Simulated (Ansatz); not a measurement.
```xyz
9

C     0.960    1.072   -0.283
O     0.721   -0.014    0.560
Al   -0.431   -1.196    0.797
F    -0.199   -2.290    1.996
S    -2.237   -1.388   -0.386
H     0.178    1.198   -1.043
H     1.915    0.941   -0.801
H     1.014    1.996    0.301
H    -1.920   -0.320   -1.140
```

Charge 0, multiplicity 1.

List the CAM-B3LYP/def2-TZVPP orbital energies in eV (Ansatz). (An estimate is asked.)

Ansatz gave: Occupied: -2419.89, -1527.23, -672.75, -522.45, -280.36, -217.95, -162.53, -162.43, -162.35, -115.24, -75.96, -75.83, -75.80, -33.48, -29.67, -22.12, -20.89, -15.59, -14.59, -14.44, -14.25, -13.44, -13.30, -12.78, -11.13, -10.19, -10.06, -9.28. Lowest empty: 0.22, 0.99, 1.31, 2.01, 2.94, 3.39, 4.09, 4.24.
